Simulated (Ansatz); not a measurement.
Program: Ansatz. Geometries: PBE0-D4/def2-TZVP. ΔE: electronic, gas phase. CCSD(T)/CBS adds triple-zeta CCSD(T) − MP2 to the extrapolated MP2 energy (def2 sets, frozen cores). This one scheme is used for every species. DFT in def2-TZVPP. B3LYP here is the variant with VWN-RPA as its local correlation; programs differ in this. HSE06 is defined as in plane-wave codes. For Ga outer-core shells are correlated without core-valence functions, which leaves a few kJ/mol of doubt a bond. Scalar relativity is left out up to krypton. Each species was taken in one conformer, which may not be the lowest.

`CC[SiH2]C#N` + `[GaH3]` → `N#C[SiH2][GaH2]` + `CC`  (formal exchange of groups at the Si–C bond)

```csv
level,ΔE (kJ/mol),difference from CCSD(T)/CBS
LDA (SPW92),-25.7,-2.8
PBE-D4,-32.3,-9.4
revPBE-D4,-29.3,-6.4
BLYP-D4,-27.8,-4.9
r2SCAN-D4,-25.3,-2.4
B97M-V,-19.4,3.5
PBE0-D4,-28.9,-6.0
B3LYP-D4,-25.8,-2.9
r2SCAN0-D4,-24.0,-1.1
BHLYP-D4,-23.3,-0.4
CAM-B3LYP-D4,-20.1,2.8
ωB97X-V,-19.7,3.2
ωB97M-V,-16.9,6.0
B2PLYP,-24.4,-1.5
PBE-QIDH,-23.6,-0.7
PBE,-35.0,-12.1
revPBE,-38.0,-15.1
BLYP,-33.5,-10.6
r2SCAN,-26.3,-3.4
PBE0,-31.1,-8.2
r2SCANh,-25.7,-2.8
r2SCAN0,-25.0,-2.1
HSE06,-31.3,-8.4
BHLYP,-24.3,-1.4
CAM-B3LYP,-22.2,0.7
RPA@PBE/def2-TZVPP,-21.2,1.7
HF/def2-SVP,-22.3,0.6
MP2/def2-SVP,-18.4,4.5
CCSD/def2-SVP,-24.1,-1.2
CCSD(T)/def2-SVP,-23.7,-0.8
HF/def2-TZVPP,-20.0,2.9
MP2/def2-TZVPP,-17.2,5.7
SCS-MP2/def2-TZVPP,-17.8,5.1
CCSD/def2-TZVPP,-22.5,0.4
CCSD(T)/def2-TZVPP,-22.4,0.5
HF/def2-QZVPP,-18.9,4.0
MP2/def2-QZVPP,-17.1,5.8
SCS-MP2/def2-QZVPP,-17.5,5.4
MP2/CBS(def2),-17.7,5.2
CCSD/CBS(def2),-23.0,-0.1
CCSD(T)/CBS,-22.9,0
```

Problem. What do rigid-rotor, harmonic-oscillator terms from PBE0-D4/def2-TZVP frequencies (298.15 K, 1 bar) make of the CCSD(T)/CBS value? (Estimate.)

Solution. The calculation gave: ΔZPE = +8.9 kJ/mol, ΔH = -13.2 kJ/mol, ΔS = 21 J/(mol·K), ΔG = -19.3 kJ/mol. Modes under 50 cm⁻¹ make the entropy rough.

Largest T1 diagnostic among the species: 0.014.

The D4 term adds +3.9 kJ/mol with B3LYP and +2.2 kJ/mol with PBE0; it sums over pairs of atoms, weighted by their polarisabilities, and B3LYP, whose exchange is more repulsive, gets the larger term. Leaving LDA and LC-ωPBE aside and taking each functional with its dispersion term where it has one, the values spread over 15.4 kJ/mol, from PBE-D4 to ωB97M-V. LDA lies +9.2 kJ/mol from PBE without D4.
